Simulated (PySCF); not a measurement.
Calculated NMR parameters of C=CC(=C)c1ccccc1

```
Formula                               : C10H10
SMILES                                : C=CC(=C)c1ccccc1
Point group of the computed structure : Cs
Degrees of unsaturation               : 6
Carbon signals                        : 8
Proton signals                        : 8
```

Atoms are numbered as in `[CH2:1]=[CH:2][C:3](=[CH2:4])[c:5]1[cH:6][cH:7][cH:8][cH:9][cH:10]1`; H(Xn) means a hydrogen on atom n. Ha(C4) is cis to C2; Ha(C1) is cis to C3; Hb(C4) is trans to C2; Hb(C1) is trans to C3.

PySCF calculation with coordinates at the PBE0-D3(BJ)/def2-SVP level and NMR shieldings at PBE0/pcSseg-1/GIAO; single conformer, non-relativistic Hamiltonian, one averaged value for each set of equivalent atoms, no solvent.

References, each an isolated molecule treated in the same way: TMS for $^{1}$H, $^{13}$C.

| carbon | δC, type | δH (multiplicity) | HMBC from (2–3 bonds) | span of the C tensor (ppm) |
| --- | --- | --- | --- | --- |
| C1 | 127.5, CH2 | Ha(C1) 4.76 (m); Hb(C1) 5.49 (m) | H(C2) | 215 |
| C2 | 148.9, CH | 6.73 (m) | Ha(C4), Hb(C1), Hb(C4), Ha(C1) | 215 |
| C3 | 159.4, C | – | H(C6)/H(C10), H(C2), Ha(C4), Hb(C1), Hb(C4), Ha(C1) | 232 |
| C4 | 126.4, CH2 | Hb(C4) 5.24 (br s); Ha(C4) 5.55 (br s) | H(C2) | 187 |
| C5 | 146.8, C | – | H(C7)/H(C9), H(C6)/H(C10), H(C2), Ha(C4), Hb(C4) | 227 |
| C6/C10 | 135.7, CH | 7.29 (d) | H(C7)/H(C9), H(C8), H(C6)/H(C10) | 226 |
| C7/C9 | 133.3, CH | 7.50 (m) | H(C7)/H(C9), H(C8), H(C6)/H(C10) | 235 |
| C8 | 132.7, CH | 7.44 (m) | H(C7)/H(C9), H(C6)/H(C10) | 236 |

Carbon types of the structure: 2 × C, 6 × CH, 2 × CH2, which accounts for all hydrogens. δC 159.4: fully substituted alkene carbon; the olefinic region. δC 148.9: alkene CH; the olefinic region. δC 146.8: substituted aromatic carbon. δC 135.7, 133.3, 132.7: aromatic CH; the aromatic region. δC 127.5, 126.4: terminal =CH2 carbon; an sp2 carbon of a C=C bond.

Shifts are as computed. Against solution values, carbons near 30 ppm lie about +2 ppm off and those near 130 ppm about +5 ppm. Of 1211 compounds with measured shifts, 218 miss one by over three times the rms of a fit or turn the order of signals round; such compounds aren't used in these exercises. Multiplicities follow the n + 1 count of equivalent neighbours, as no J values were calculated; m marks all less simple cases, F and P coupling included.
